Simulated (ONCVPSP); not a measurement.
What the settings do to the ONCV potential of Ho

Base potential:

| Quantity | Value |
| --- | --- |
| Element | holmium (Ho) |
| Generator | ONCVPSP 4.0.1 |
| Type | optimised norm-conserving Vanderbilt (ONCV) |
| Functional | PBEsol |
| Relativity | scalar-relativistic |
| Frozen core | [Kr] 4d10 |
| Valence charge | 21 |
| Reference configuration | 4f11 5s2 5p6 5d1 6s1 |
| Partial waves | 5s+6s: rc 1.85 bohr, ncon 3, nbas 7, qcut 5.8 1/bohr, 2 projectors; 5p: rc 1.60 bohr, ncon 4, nbas 8, qcut 4.5 1/bohr, 2 projectors, debl 2.7 Ha; 5d: rc 3.90 bohr, ncon 5, nbas 9, qcut 4.4 1/bohr, 2 projectors, debl 3.1 Ha; 4f: rc 0.95 bohr, ncon 4, nbas 9, qcut 20.3 1/bohr, 2 projectors, debl 2.6 Ha |
| Local potential | polynomial inside 0.95 bohr (lpopt 3, dvloc0 0 Ha) |
| Core correction | Teter function, fcfact 2.5, rcfact 1.55 |

Cutoffs, loose and tight: the cutoffs (Ha) at which the residual kinetic energy of the hardest occupied pseudo-wave falls to 1 and 0.1 mHa per electron. They do not see the model core or the augmentation charge, which bear on the density cutoff. Test errors are all-electron minus pseudo excitation energies from the reference, over the configurations 4f11 5s2 5p6 5d0 6s2; 4f11 5s2 5p6 5d0 6s1; 4f11 5s2 5p6 5d0 6s0; 4f10 5s2 5p6 5d0 6s0. A dash means not determined; rows that change the core or the reference have their own tests.

A true bound ghost makes a file unfit for plane-wave use even where its test errors are small: the radial tests pick states by their node count and pass the ghost by.

| change | outcome | cutoff, loose | cutoff, tight | bound ghosts | GHOST(+) flags above zero | largest test error (meV) |
| --- | --- | --- | --- | --- | --- | --- |
| base | generated | 159 Ha | 386 Ha | s | p, d | 4 of 4 tests not solved or not reliable |
| local potential polynomial inside 0.95 bohr (lpopt 3, dvloc0 -1.5 Ha) | generated | 159 Ha | 386 Ha | s | p, d | 4 of 4 tests not solved or not reliable |
| local potential polynomial inside 0.95 bohr (lpopt 3, dvloc0 3 Ha) | generated | 159 Ha | 386 Ha | none | s, p, d | 4 of 4 tests not solved or not reliable |
| local potential polynomial inside 0.95 bohr (lpopt 3, dvloc0 5 Ha) | generated | 159 Ha | 386 Ha | none | s, p | 4 of 4 tests not solved or not reliable |
| local potential polynomial inside 0.95 bohr (lpopt 3, dvloc0 7.5 Ha) | generated | 159 Ha | 386 Ha | none | s | 4 of 4 tests not solved or not reliable |
| local potential polynomial inside 0.95 bohr (lpopt 3, dvloc0 9 Ha) | generated | 159 Ha | 386 Ha | none | none | 4 of 4 tests not solved or not reliable |

Reading the sweep of the dvloc0 (base included, trends over the rows without a ghost): The loose cutoff stays near 159 Ha. Bound ghosts are found at -1.5, 0 Ha.
